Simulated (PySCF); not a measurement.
Species: C7H4Cl3FO2.
Z-matrix (Å and degrees, PBE0-D3(BJ)/def2-SVP geometry), rows numbered from 1:
```
O 
C   1  1.2038
C   2  1.5045  1  127.44
C   3  1.5105  2  104.21  1  -179.06
O   4  1.1990  3  126.65  2   177.11
C   4  1.5160  3  107.43  2    -2.23
C   6  1.5026  4  118.70  3  -177.81
Cl  7  1.7752  6  114.07  4   176.17
Cl  7  1.7836  6  107.92  4    56.59
Cl  7  1.7778  6  108.18  4   -62.74
C   6  1.3538  4  110.17  3     2.81
C  11  1.4979  2  117.74  1     3.10
F  12  1.3679 11  110.90  2   114.93
H   3  1.1011  2  111.38  1   -58.89
H   3  1.1015  2  111.85  1    60.92
H  12  1.1012 11  107.50  2    -4.18
H  12  1.1011 11  110.59  2  -123.57
```

The closed-shell ground state was solved at several levels (PySCF, density fitting, gas phase, non-relativistic).

| level | basis functions | total energy (Eh) | HOMO (eV) | LUMO (eV) | gap (eV) | dipole (D) |
| --- | --- | --- | --- | --- | --- | --- |
| wB97X-D/pcSseg-2 | 545 | -1900.0811 | -9.78 | -1.64 | 8.14 | 1.69 |
| PBE0/def2-SVPD | 322 | -1898.2182 | -7.98 | -3.48 | 4.50 | 1.61 |

(1) Estimate the row for PBE0/pcSseg-1, a basis of 262 functions; the other rows only guide the guess.

(2) How far do the dipole and the HOMO energy spread over the levels?

## Answers

(1) Total energy -1898.8680 Eh, HOMO -7.93 eV, LUMO -3.42 eV, gap 4.51 eV, dipole 1.78 D.

(2) The dipole runs from 1.61 to 1.78 D (mean 1.69 D) and the HOMO from -9.78 to -7.93 eV.

One conformer stands for the species.

wB97X-D is run here without its empirical dispersion term; that term would change no orbital, density or response property at a fixed geometry.
